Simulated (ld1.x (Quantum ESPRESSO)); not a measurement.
**Cutoff test, H, ultrasoft**

hydrogen, ultrasoft, made with ld1.x (Quantum ESPRESSO) 7.5 (Wu–Cohen, scalar-relativistic). Core none, reference 1s1. Waves: 1s (bound): rcut 0.75, rcutus 1.05 bohr; 1s channel at 3.55 Ry: rcut 0.75, rcutus 1.05 bohr; 2p channel at 0.35 Ry: rcut 0.70, rcutus 1.00 bohr. Local part: all-electron potential smoothed inside 0.80 bohr (lloc = -1). Core correction: none. Augmentation charge: built from norm-conserving waves at rcut, not smoothed further.

The pseudo-atom Hamiltonian at the reference potential is diagonalised in spherical Bessel functions j_l(qr) that vanish at 20 bohr, with q² up to the cutoff. All-electron valence levels (Ry): 1s -0.4680.

Task: How do the lowest levels (Ry) of each channel move with the cutoff, and are there ghosts?

Result:

```tsv
cutoff (Ry)	s #1	p #1	d #1	f #1	Σ f·Δε (mRy)
8	-0.4273	0.0302	0.0772	0.1193	40.7
10	-0.4395	0.0302	0.0772	0.1193	28.5
12	-0.4484	0.0302	0.0772	0.1193	19.6
15	-0.4548	0.0302	0.0772	0.1193	13.2
18	-0.4610	0.0302	0.0772	0.1193	7.0
21	-0.4636	0.0302	0.0772	0.1193	4.4
25	-0.4653	0.0302	0.0772	0.1193	2.7
30	-0.4668	0.0302	0.0772	0.1193	1.2
35	-0.4675	0.0302	0.0772	0.1193	0.5
40	-0.4678	0.0302	0.0772	0.1193	0.1
45	-0.4679	0.0302	0.0772	0.1193	0.1
400	-0.4680	0.0302	0.0772	0.1193	0.0
```

Result: no extra level below or beside the all-electron valence levels (s, p, d, f tested); 10 mRy is reached at 18 Ry and 1 mRy at 35 Ry.
